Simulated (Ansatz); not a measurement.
(1) Predict a relaxed structure of the cluster Ta₂O₄⁺, charge 1, doublet, at r2SCAN-D4/def2-SVP (Ansatz).

## Answers

(1) 
Cartesian coordinates in Å:
```
Ta 1.390 -0.163 0.298
Ta -0.951 0.229 -1.045
O 0.292 -1.251 -0.875
O -2.093 0.151 0.223
O 0.841 -0.341 1.906
O 0.521 1.374 -0.507
```
Point group C2v (tolerance 0.1 Å). This is one stationary point.

In the def2 sets Ta takes a core potential; there is no spin–orbit coupling. The structure comes from a short search, and lower isomers may exist.
